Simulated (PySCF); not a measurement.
Al(F)(Br)(Me) (CH3AlBrF), SMILES [CH3][Al]([F])[Br].

The structure is a stationary point at B3LYP-D3(BJ)/def2-SVP. The structure was generated by enumeration; whether it is a known compound was not checked.

These are B3LYP-D3(BJ)/def2-SVP run with PySCF 2.14.0 values and carry that method's errors.

Frequencies are harmonic and unscaled.

Computed vibrational spectrum:
```json
[
 {"mode": "1", "ν (cm⁻¹)": "21", "IR (km/mol)": "0.0", "Raman (Å⁴/amu)": "0.0", "depolarisation": "–", "moving atoms (share of kinetic energy)": "H 98 %"},
 {"mode": "2", "ν (cm⁻¹)": "144", "IR (km/mol)": "2.3", "Raman (Å⁴/amu)": "2.4", "depolarisation": "0.66", "moving atoms (share of kinetic energy)": "C 36 %, H 23 %, Al 17 %, Br 12 %, F 12 %"},
 {"mode": "3", "ν (cm⁻¹)": "193", "IR (km/mol)": "15.5", "Raman (Å⁴/amu)": "1.6", "depolarisation": "0.62", "moving atoms (share of kinetic energy)": "F 65 %, Br 17 %"},
 {"mode": "4", "ν (cm⁻¹)": "208", "IR (km/mol)": "27.7", "Raman (Å⁴/amu)": "0.4", "depolarisation": "0.75", "moving atoms (share of kinetic energy)": "Al 63 %, H 16 %, F 15 %"},
 {"mode": "5", "ν (cm⁻¹)": "380", "IR (km/mol)": "45.5", "Raman (Å⁴/amu)": "11.0", "depolarisation": "0.13", "moving atoms (share of kinetic energy)": "Al 38 %, Br 25 %, C 18 %, F 10 %"},
 {"mode": "6", "ν (cm⁻¹)": "660", "IR (km/mol)": "52.4", "Raman (Å⁴/amu)": "1.3", "depolarisation": "0.75", "moving atoms (share of kinetic energy)": "H 76 %, C 17 %"},
 {"mode": "7", "ν (cm⁻¹)": "660", "IR (km/mol)": "59.6", "Raman (Å⁴/amu)": "8.6", "depolarisation": "0.15", "moving atoms (share of kinetic energy)": "C 38 %, Al 34 %, H 19 %, F 8 %"},
 {"mode": "8", "ν (cm⁻¹)": "708", "IR (km/mol)": "88.9", "Raman (Å⁴/amu)": "0.7", "depolarisation": "0.61", "moving atoms (share of kinetic energy)": "H 66 %, C 20 %, Al 10 %"},
 {"mode": "9", "ν (cm⁻¹)": "883", "IR (km/mol)": "130.7", "Raman (Å⁴/amu)": "0.5", "depolarisation": "0.67", "moving atoms (share of kinetic energy)": "Al 47 %, F 47 %"},
 {"mode": "10", "ν (cm⁻¹)": "1219", "IR (km/mol)": "16.2", "Raman (Å⁴/amu)": "4.8", "depolarisation": "0.04", "moving atoms (share of kinetic energy)": "H 79 %, C 20 %"},
 {"mode": "11", "ν (cm⁻¹)": "1423", "IR (km/mol)": "2.2", "Raman (Å⁴/amu)": "12.5", "depolarisation": "0.73", "moving atoms (share of kinetic energy)": "H 96 %"},
 {"mode": "12", "ν (cm⁻¹)": "1428", "IR (km/mol)": "1.7", "Raman (Å⁴/amu)": "8.2", "depolarisation": "0.75", "moving atoms (share of kinetic energy)": "H 95 %"},
 {"mode": "13", "ν (cm⁻¹)": "3027", "IR (km/mol)": "1.2", "Raman (Å⁴/amu)": "138.0", "depolarisation": "0.01", "moving atoms (share of kinetic energy)": "H 97 %"},
 {"mode": "14", "ν (cm⁻¹)": "3110", "IR (km/mol)": "1.8", "Raman (Å⁴/amu)": "106.5", "depolarisation": "0.75", "moving atoms (share of kinetic energy)": "H 91 %, C 9 %"},
 {"mode": "15", "ν (cm⁻¹)": "3137", "IR (km/mol)": "1.9", "Raman (Å⁴/amu)": "79.9", "depolarisation": "0.75", "moving atoms (share of kinetic energy)": "H 91 %, C 9 %"}
]
```
